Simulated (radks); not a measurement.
Results of a calculation; reference values are marked as such.
Q: P III, configuration [Ne] 3s2 3p1 (the NIST ground configuration). Code: a radial shooting solver on a logarithmic mesh with Libxc functionals. Model: scalar-relativistic Kohn-Sham, LDA (Slater exchange, Perdew-Wang correlation), spin-polarised, spherical densities, finite nucleus; open shells are filled with parallel spins first; Fermi nuclear charge, rms radius 3.1889 fm. Some entries of the table are withheld. Estimate them.

| orbital | occ. | eigenvalue (hartree) | <r> (bohr) | <r^2> (bohr^2) |
|---|---|---|---|---|
| 1s up | 1 | -77.18479 | 0.1039 | 0.01453 |
| 1s down | 1 | -77.17874 | 0.1039 | 0.01453 |
| 2s up | 1 | -7.22924 | 0.5214 | (1) |
| 2s down | 1 | -7.22220 | 0.5211 | (2) |
| 2p up | 3 | -5.44546 | 0.4852 | (3) |
| 2p down | 3 | -5.43668 | 0.4849 | (4) |
| 3s up | 1 | -1.26923 | 1.738 | 3.465 |
| 3s down | 1 | -1.22493 | 1.744 | 3.496 |
| 3p up | 1 | -0.91461 | 1.956 | 4.441 |
| 3p down | 0 | -0.87257 | 1.975 | 4.542 |

A: 
(1) 2s up <r^2> (bohr^2): 0.3243
(2) 2s down <r^2> (bohr^2): 0.3238
(3) 2p up <r^2> (bohr^2): 0.2957
(4) 2p down <r^2> (bohr^2): 0.2951
